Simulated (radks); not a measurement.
Values are calculated unless marked as measured or tabulated.
Problem. La IV, configuration [Kr] 4d10 5s2 5p5 7s1 (not the ground configuration). Level of theory: Dirac Kohn-Sham, LDA (Slater exchange, Perdew-Wang correlation), spin-unpolarised, spherical densities, finite nucleus; open shells are shared between the two j in proportion to 2j + 1; Fermi nuclear charge, rms radius 4.855 fm (a radial shooting solver on a logarithmic mesh with Libxc functionals).

Spin-orbit splittings of the eigenvalues, e(l+1/2) - e(l-1/2), with zeta = 2 splitting/(2l+1) and mean radii in bohr:

shell  occ.  splitting (eV)  zeta (eV)  <r> j=l-1/2  <r> j=l+1/2
2p        6               ?          ?      0.08994      0.09604
3p        6           80.38      53.59       0.2749       0.2870
3d       10           17.22      6.887       0.2579       0.2616
4p        6           17.26      11.51       0.6743       0.7015
4d       10           3.002      1.201       0.7607       0.7703
5p        5           2.887      1.924        1.666        1.731

Estimate the 2p splitting.

Solution. 412.6 eV (zeta = 275.1 eV).
